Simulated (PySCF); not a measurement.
**H⁻ (hydrogen, charge -1) across methods**

1s2, closed-shell 1S. All numbers are calculated (PySCF 2.14, no relativity, point nucleus, in def2-TZVPPD).

```json
{"method": "LDA", "E (hartree)": "-0.4828", "mean ε 1s (eV)": "3.813", "Σ⟨r²⟩ (bohr²)": "10.77", "⟨S²⟩": "0.000"}
{"method": "r2SCAN", "E (hartree)": "-0.5011", "mean ε 1s (eV)": "3.533", "Σ⟨r²⟩ (bohr²)": "10.47", "⟨S²⟩": "0.000"}
{"method": "HSE06", "E (hartree)": "-0.4998", "mean ε 1s (eV)": "3.046", "Σ⟨r²⟩ (bohr²)": "10.54", "⟨S²⟩": "0.000"}
{"method": "CAM-B3LYP", "E (hartree)": "-0.5058", "mean ε 1s (eV)": "1.311", "Σ⟨r²⟩ (bohr²)": "10.48", "⟨S²⟩": "0.000"}
{"method": "UHF", "E (hartree)": "-0.46650", "mean ε 1s (eV)": "-0.094", "Σ⟨r²⟩ (bohr²)": "10.47", "⟨S²⟩": "0.000"}
{"method": "PBE0", "E (hartree)": "-0.4993", "mean ε 1s (eV)": "2.644", "Σ⟨r²⟩ (bohr²)": "10.54", "⟨S²⟩": "0.000"}
{"method": "wB97X-V", "E (hartree)": "-0.5037", "mean ε 1s (eV)": "0.229", "Σ⟨r²⟩ (bohr²)": "10.49", "⟨S²⟩": "0.000"}
{"method": "PBE", "E (hartree)": "-0.4975", "mean ε 1s (eV)": "3.810", "Σ⟨r²⟩ (bohr²)": "10.57", "⟨S²⟩": "0.000"}
{"method": "M06-L", "E (hartree)": "-0.5053", "mean ε 1s (eV)": "3.344", "Σ⟨r²⟩ (bohr²)": "10.54", "⟨S²⟩": "0.000"}
```

The outer electron is barely bound at this level, so radii and moments hang on the diffuse functions.

The highest occupied level is positive at LDA, r2SCAN, HSE06, CAM-B3LYP, PBE0, wB97X-V, PBE, M06-L: only the finite basis holds that electron, which in a density functional comes from self-interaction.
